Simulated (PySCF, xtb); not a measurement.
GeH7NSi, SMILES [SiH3][NH][GeH3].

GFN2-xTB run with xtb at its own geometry gives an orbital gap of 5.34 eV and a dipole moment of 0.67 D.

Geometry: B3LYP-D3(BJ)/def2-SVP. This is a generated structure with no PubChem entry under its InChIKey; it may be hypothetical.

Problem. What does PBE/def2-TZVPD (PySCF) give? (Estimate from the structure and the level; the computed values follow.)

Solution. gap 4.88 eV (levels -5.94 and -1.06 eV), dipole 0.97 D.
